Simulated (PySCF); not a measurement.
PySCF 2.14 output of an unrestricted PBE calculation on a single atom or ion in aug-cc-pVTZ-PP with one added diffuse shell each of s, p, d, f, g type with ECP28MDF (7s7p6d4f3g, 113 functions), with scalar relativity through the core potential:

```
SCF conv_tol = 1e-09
number electrons alpha = 11  beta = 4
    J. P. Perdew, K. Burke, and M. Ernzerhof.,  Phys. Rev. Lett. 77, 3865 (1996)
    J. P. Perdew, K. Burke, and M. Ernzerhof.,  Phys. Rev. Lett. 78, 1396 (1997)
    J. P. Perdew, K. Burke, and M. Ernzerhof.,  Phys. Rev. Lett. 77, 3865 (1996)
    J. P. Perdew, K. Burke, and M. Ernzerhof.,  Phys. Rev. Lett. 78, 1396 (1997)
cycle= 1 E= -80.3674138200794  delta_E= -0.00602  |g|= 0.023  |ddm|= 0.249
cycle= 2 E= -80.3673838427156  delta_E= 3e-05  |g|= 0.0258  |ddm|= 0.117
cycle= 3 E= -80.3676537189152  delta_E= -0.00027  |g|= 0.000684  |ddm|= 0.0262
cycle= 4 E= -80.3676539138419  delta_E= -1.95e-07  |g|= 9.38e-05  |ddm|= 0.00497
cycle= 5 E= -80.3676539204233  delta_E= -6.58e-09  |g|= 4.09e-06  |ddm|= 0.00144
cycle= 6 E= -80.3676539204397  delta_E= -1.64e-11  |g|= 6.34e-07  |ddm|= 4.97e-05
converged SCF energy = -80.3676539204397  <S^2> = 15.750224  2S+1 = 8.000056
```

The run itself started from symmetry-adapted Hartree-Fock orbitals and held the occupation by maximum overlap, on a logarithmic radial grid, so the iterations belong to that start.

Question: Which element, charge and spin multiplicity is this?

Answer: Tc (technetium, neutral), multiplicity 8; the state was [Kr] 4d5 5s1 5p1, high-spin 8P determinant (an excited configuration).

Energies and moments cover only the electrons outside the core potential.
